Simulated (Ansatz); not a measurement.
A search over several starts for the lowest SCF solution of CH6GaO, that is [Ga(OMe)H3]- with one electron fewer at the given spin, in a small basis.

```yaml
crystal:
  periodic: [false, false, false]
  atoms:
    - {symbol: Ga, position_ang: [-0.243781, 0.538423, -1.278760]}
    - {symbol: O, position_ang: [0.937607, 0.028909, 0.112158]}
    - {symbol: C, position_ang: [0.359237, -0.509329, 1.236293]}
    - {symbol: H, position_ang: [-0.246360, -1.415204, 1.028357]}
    - {symbol: H, position_ang: [-0.317738, 0.194543, 1.762915]}
    - {symbol: H, position_ang: [1.131565, -0.808999, 1.968516]}
    - {symbol: H, position_ang: [0.693278, 1.095834, -2.464270]}
    - {symbol: H, position_ang: [-1.238529, 1.669493, -0.670033]}
    - {symbol: H, position_ang: [-1.075279, -0.793680, -1.695185]}
basis:
  gaussian: {orbitals: def2-SVP}
magnetization: {spin_polarized: true, initial_magnetization: 1}
hamiltonian: {xc: pbe0, dispersion: d4}
output: {orbitals: {seedname: orbitals}}
```

```sh
$ ansatz run in.yaml --threads 4 --pin off --events-out ev --progress --plain --max-ram 3916MiB
```

It prints (some lines left out):

```
Functional definition: PBE0
905 factors; integrals over basis functions are off by at most 1.5e-3 eV
mean field evaluation 1: about -55531.6885 eV, gradient 3.5e1 eV
mean field evaluation 2: about -55507.6311 eV, gradient 8.1e1 eV
mean field evaluation 4: about -55537.0119 eV, gradient 9.7e0 eV
mean field evaluation 8: about -55537.3860 eV, gradient 4.7e-1 eV
mean field evaluation 16: about -55537.5090 eV, gradient 9.0e-4 eV
mean field evaluation 32: about -55537.0387 eV, gradient 4.7e0 eV
mean field -55537.50904953 eV, -2040.9658128944 hartree, gradient 1.7e-5 eV, S^2 0.760447; 4 other end points of the search recorded, 0 dependent functions left out
reference -55537.50908097 eV, -2040.9658140500 hartree; 26, 25 occupied and 64, 65 virtual orbitals, 905 factors
Total energy: -55537.62555489 eV, -2040.9700943877 hartree
```

Run time 2.7 s (4 threads of Arm Neoverse V2 on a shared host).
